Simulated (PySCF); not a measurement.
## Löwdin shares of the frontier orbitals

C3H9NOSi2.
SMILES with atom numbers: `[CH3:1][O:2][CH2:3][SiH2:4][SiH2:5][C:6]#[N:7]` (hydrogens: H8, H9, H10 on C1; H11, H12 on C3; H13, H14 on Si4; H15, H16 on Si5)

Geometry (GFN2-xTB, Å), atoms numbered from 1 in this order:
```
atom  x, y, z in Å
C1    -1.6650    1.3772   -0.0885
O2    -0.8034    0.2956   -0.3272
C3    -0.9977   -0.8107    0.5417
Si4    0.5552   -1.8604    0.1763
Si5    2.0159   -0.1197   -0.2811
C6     1.6769    1.2296    0.9673
N7     1.4054    2.0259    1.7457
H8    -1.5141    1.7804    0.9199
H9    -1.4219    2.1423   -0.8233
H10   -2.7133    1.0768   -0.2019
H11   -1.9571   -1.2964    0.3294
H12   -1.0281   -0.4691    1.5843
H13    0.2825   -2.7413   -0.9660
H14    0.8251   -2.7382    1.3229
H15    1.8909    0.5411   -1.5822
H16    3.4409   -0.4241   -0.0614
```

Computed, not measured: TDDFT CAM-B3LYP/def2-SVPD, vertical, gas phase, core orbitals frozen in the response (PySCF).

Frontier orbitals with the atoms that hold most of them (Löwdin shares over 4%, at most four atoms; ? is withheld):

```json
{"orbital": "HOMO-3", "ε (eV)": "-10.85", "atoms": "N7 30%, C6 25%, Si5 17%, H15 11%"}
{"orbital": "HOMO-2", "ε (eV)": "-10.49", "atoms": "O2 28%, Si4 18%, C3 17%, H13 7%"}
{"orbital": "HOMO-1", "ε (eV)": "-9.98", "atoms": "?"}
{"orbital": "HOMO", "ε (eV)": "-9.41", "atoms": "O2 58%, C1 10%, C3 10%, H11 5%"}
{"orbital": "LUMO", "ε (eV)": "0.39", "atoms": "?"}
{"orbital": "LUMO+1", "ε (eV)": "0.62", "atoms": "Si5 29%, Si4 22%, H15 14%, H14 11%"}
{"orbital": "LUMO+2", "ε (eV)": "0.93", "atoms": "Si5 28%, Si4 23%, H16 8%, C6 7%"}
```

(1) Give the leading atoms of the LUMO.

(2) Give the leading atoms of the HOMO-1.

(3) How does S1 compare with the orbital gap of 9.79 eV?

Results:

(1) Si4 (bonded to C, Si and 2 H) 26%; Si5 (bonded to C, Si and 2 H) 22%; C6 (bonded to N and Si) 14%; N7 (bonded to C) 12%. By element: silicon 48%, carbon 14% or more, nitrogen 12%.

(2) Si4 (bonded to C, Si and 2 H) 25%; Si5 (bonded to C, Si and 2 H) 23%; C3 (bonded to O, Si and 2 H) 15%; N7 (bonded to C) 8%. By element: silicon 48%, carbon 15% or more, nitrogen 8%.

(3) S1 is at 6.90 eV (f = 0.0077), 2.90 eV below the gap, made of HOMO→LUMO (53%), HOMO-1→LUMO (18%). 

Next come S2 at 6.99 eV (f 0.022), HOMO→LUMO (34%), HOMO-1→LUMO (32%), HOMO-1→LUMO+1 (10%); S3 at 7.23 eV (f 0.0092), HOMO→LUMO+1 (40%), HOMO→LUMO+3 (18%), HOMO→LUMO+2 (15%); S4 at 7.25 eV (f 0.019), HOMO→LUMO+1 (34%), HOMO-3→LUMO (20%); S5 at 7.34 eV (f 0.014), HOMO→LUMO+3 (20%), HOMO→LUMO+2 (19%), HOMO→LUMO+1 (15%).

One conformer stands for the species.
